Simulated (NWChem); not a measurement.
System: C2H4N2Si; SMILES N1C=N[SiH2]C=1

```xyz
9

C      1.2607    -0.3936     0.0000
N      0.5218    -1.4419     0.0000
C     -0.8809    -1.0881     0.0000
N     -1.3107     0.1094     0.0000
Si     0.1264     1.1418     0.0000
H      2.3518    -0.5198     0.0000
H     -1.5566    -1.9573     0.0000
H      0.2246     1.9833     1.2249
H      0.2246     1.9833    -1.2249
```
Atoms are numbered in this order, from 1.

Computed with NWChem. Structure relaxed at the PBE0/def2-SVP level. GIAO values for the isolated, static molecule; σ is the absolute isotropic shielding, δ = σ(reference) − σ with the isolated reference molecule computed at the same levels (13C: tetramethylsilane, 1H: tetramethylsilane, 15N: ammonia, 29Si: tetramethylsilane).

For level KT2/pcSseg-1:

```yaml
"δ C1 (ppm)": 186.3
"δ N2 (ppm)": 438.0
"δ C3 (ppm)": 167.9
"δ N4 (ppm)": 282.0
"δ Si5 (ppm)": -19.1
"δ H6 (ppm)": 9.09
```

**Question.** How do the values read with level PBE0/pcSseg-1 instead?

**Answer.** 
- δ C1 (ppm) = 205.6
- δ N2 (ppm) = 472.2
- δ C3 (ppm) = 178.9
- δ N4 (ppm) = 307.3
- δ Si5 (ppm) = -15.3
- δ H6 (ppm) = 9.59
